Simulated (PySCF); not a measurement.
Arsenic trifluoride, `F[As](F)F`. Level of theory: PBE0-D3(BJ)/def2-TZVP geometry optimisation, gas phase in PySCF.

```
atom  x, y, z in Å
F1    -0.6597   -0.6475    1.1552
As2    0.2054    0.5530    0.2872
F3     1.3436   -0.5231   -0.4115
F4    -0.8520    0.5912   -1.0632
```

Task: What is the longest distance between nuclei?

Result: F1···F4, F3···F4 and F1···F3, 2.548 Å down to 2.546 Å.

Task: How far are the heavy atoms from their best plane (unweighted least squares)?

Result: 0.382 Å rms; F1 0.22, As2 0.66, F3 0.22, F4 0.22 Å (magnitudes).

Task: Work out the bond lengths F1–As2, As2–F3, As2–F4 in bohr.

Result: For F1–As2 the difference vector is (0.8651, 1.2005, -0.8680) Å, of length 1.7155 Å. 1 bohr = 0.529177 Å. F1–As2 3.242; As2–F3 3.241; As2–F4 3.242 bohr.

Task: Where is the centre of mass (commonest isotopes), and what is the radius of gyration?

Result: Mass 131.917 u; centre at (0.092, 0.231, 0.117) Å; Rg = √(Σ m r²/M) = 1.061 Å. As Ia + Ib + Ic = 2 Σ m r², the three principal moments sum to 297.0 u·Å².

Task: What are the angles F3–As2–F4, F1–As2–F3, F1–As2–F4?

Result: From the scalar product of the two bond vectors; for F3–As2–F4 it is -0.3011 Å² over 1.7151 × 1.7156 Å², cos θ = -0.1023. F3–As2–F4 95.9°; F1–As2–F3 95.8°; F1–As2–F4 95.9°.

Task: Write the matrix of distances between heavy atoms (Å, lower triangle).

Result: 
```
F1    0.000
As2   1.716  0.000
F3    2.546  1.715  0.000
F4    2.548  1.716  2.547  0.000
```

The point group is C3v within 0.08 Å; differences among equivalent distances and angles are scatter left by the optimiser. No PBE0-D3(BJ)/def2-TZVP frequencies stand behind this structure, so it isn't proved a minimum.
